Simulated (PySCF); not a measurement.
Species: Ge3H8.
SMILES: `[GeH3][GeH2][GeH3]`

The closed-shell ground state was solved at several levels (PySCF, density fitting, gas phase). Isolated species at its GFN2-xTB geometry, gas phase. Relativistic effects, spin–orbit coupling among them, are left out although an element past zinc is present.

| level | basis functions | HOMO (eV) | LUMO (eV) | gap (eV) | dipole (D) |
| --- | --- | --- | --- | --- | --- |
| B3LYP/pcJ-1 (pcSseg-1 on Ge) | 203 | -8.12 | -0.43 | 7.69 | 0.10 |
| PBE0/pcSseg-1 | 163 | -8.35 | -0.20 | 8.15 | 0.09 |

Problem. Estimate the row for CAM-B3LYP/def2-SVPD, a basis of 178 functions; the other rows only guide the guess.

Solution. HOMO -9.41 eV, LUMO 0.45 eV, gap 9.86 eV, dipole 0.12 D.

Problem. Over all these levels, which gives the widest orbital gap and which the narrowest?

Solution. CAM-B3LYP/def2-SVPD (range-separated hybrid) has the widest, 9.86 eV, and B3LYP/pcJ-1 (pcSseg-1 on Ge) (global hybrid, 20 % exact exchange) the narrowest, 7.69 eV. Functional and basis both differ between the two, so the spread mixes both effects.

Problem. How far do the dipole and the HOMO energy spread over the levels?

Solution. The dipole runs from 0.09 to 0.12 D (mean 0.10 D) and the HOMO from -9.41 to -8.12 eV.
